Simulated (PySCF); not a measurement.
**[Nb(Cl)(F)4] (charge 0, multiplicity 1)**

These are TPSSh-D3(BJ)/def2-TZVP // PBE-D3(BJ)/def2-SVP (PySCF 2.14.0) values and carry that method's errors.

HOMO: -10.17 eV
dipole moment: 0.283 e·Å
HOMO–LUMO gap: 6.29 eV
LUMO: -3.88 eV
charge on the central atom (Mulliken): 1.89 e
total energy: -917.0613 Ha
cost: about 7 core-minutes (a rough figure)

Bonds (Å): Nb1–Cl2 2.265, Nb1–F3 1.869, Nb1–F4 1.869, Nb1–F5 1.869, Nb1–F6 1.869. Bond angles (°): Cl2–Nb1–F3 106.7, Cl2–Nb1–F4 106.7, Cl2–Nb1–F5 106.5, Cl2–Nb1–F6 106.5, F3–Nb1–F4 146.7, F3–Nb1–F5 85.3, F3–Nb1–F6 85.3, F4–Nb1–F5 85.3, F4–Nb1–F6 85.3, F5–Nb1–F6 147.0.
Charge 0, spin multiplicity 1.
